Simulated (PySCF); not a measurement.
SrCl, SMILES [Cl][Sr+], charge +1.

Coordinates come from a r2SCAN-D4/def2-TZVPD optimisation. The multiplicity is an assumed one; other spin states were not compared. The def2 effective core potentials stand for the cores of Sr; spin–orbit coupling is left out.

Two levels are set side by side: PBE/def2-TZVPD (PySCF) and HF/def2-TZVPD (PySCF). Same geometry, gas phase. Differences are taken from unrounded values.

```json
[
 {"quantity": "orbital gap (eV)", "HF": "10.33", "PBE": "3.70", "PBE minus HF": "-6.64"},
 {"quantity": "highest occupied level (eV)", "HF": "-15.36", "PBE": "-11.29", "PBE minus HF": "4.07"},
 {"quantity": "lowest empty level (eV)", "HF": "-5.02", "PBE": "-7.59", "PBE minus HF": "-2.57"},
 {"quantity": "mean polarisability (bohr³)", "HF": "29.6", "PBE": "36.0", "PBE minus HF": "6.5"}
]
```

PBE's occupied levels lie high since its potential decays too fast outside the molecule; exact exchange lowers them and widens the gap. Loosely held outer electrons make PBE densities more polarisable. Differences between two approximate levels are no errors against the true value.

Rough cost on one machine, each run with all the roots and properties that it gave: HF against PBE about 1/5.
